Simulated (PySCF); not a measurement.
## Electric field gradients and quadrupole coupling constants

Species: C2H8F2SSi2.
Cartesian coordinates in Å at the GFN2-xTB level; atoms count from 1:
```
atom  x, y, z in Å
C1     2.7016    0.4027    0.4421
C2     1.6462   -0.0834   -0.5459
Si3   -0.1091    0.2222    0.0753
F4    -0.3180   -0.5669    1.4714
S5    -1.4713   -0.6362   -1.3475
Si6   -3.3164   -0.5531   -0.2752
F7    -3.5142    0.9527    0.2538
H8     2.6034    1.4719    0.6139
H9     2.5938   -0.1049    1.3974
H10    3.7031    0.2093    0.0630
H11    1.7877   -1.1509   -0.7293
H12    1.7932    0.4136   -1.5050
H13   -0.4675    1.5882    0.4009
H14   -4.3438   -0.7950   -1.2596
H15   -3.2930   -1.3621    0.9228
```

Field gradients from the PBE0/pcSseg-1 density (PySCF, non-relativistic), principal values in atomic units, ordered |Vxx| ≤ |Vyy| ≤ |Vzz|:

```
atom     Vxx     Vyy      Vzz
  S5  0.1776  1.2729  -1.4505
```

Q: Find the asymmetry η = (Vxx − Vyy)/Vzz and the couplings χ = eQV/h (234.96 MHz × Q in barn × V in au), with Q(33S) = −0.0678 b.

A: 
| atom | environment | nucleus | η | χzz (MHz) | χxx (MHz) | χyy (MHz) |
| --- | --- | --- | --- | --- | --- | --- |
| S5 | sulfur bonded to 2 Si | 33S | 0.76 | 23.11 | -2.83 | -20.28 |

The tensor is traceless: Vxx + Vyy + Vzz = 0.

Q: What is Vzz at S5 in SI units (1 au = 9.71736 × 10²¹ V/m²)?

A: -1.4505 au = -14.095 × 10²¹ V/m².

Q: And the gradient at the other heavy atoms, for which no coupling is worked out here?

A: 
| atom | environment | Vzz (au) | η |
| --- | --- | --- | --- |
| C1 | methyl carbon | 0.098 | 0.15 |
| C2 | sp3 carbon bound to silicon | 0.053 | 0.54 |
| Si3 | fluorine-bound silicon | -0.754 | 0.75 |
| F4 | silicon-bound fluorine | 1.242 | 0.12 |
| Si6 | fluorine-bound silicon | -0.776 | 0.71 |
| F7 | silicon-bound fluorine | 1.276 | 0.13 |

Q: What couplings would deuterons (Q(2H) = 0.00286 b) have in place of the hydrogens, at this geometry?

A: 
```tsv
atom	bonded to	bond length (Å)	Vzz (au)	η	χzz (kHz)
H8	C1	1.087	0.3138	0.03	211
H9	C1	1.087	0.3123	0.03	210
H10	C1	1.088	0.3139	0.02	211
H11	C2	1.092	0.3073	0.02	206
H12	C2	1.090	0.3120	0.02	210
H13	Si3	1.449	0.1674	0.00	112
H14	Si6	1.443	0.1718	0.01	115
H15	Si6	1.446	0.1693	0.01	114
```

Isolated species at its GFN2-xTB geometry (one conformer only). GFN2-xTB bond lengths can be off by several hundredths of an ångström, more for odd bonds, and the gradients follow them. These gradients aren't converged with respect to the basis.
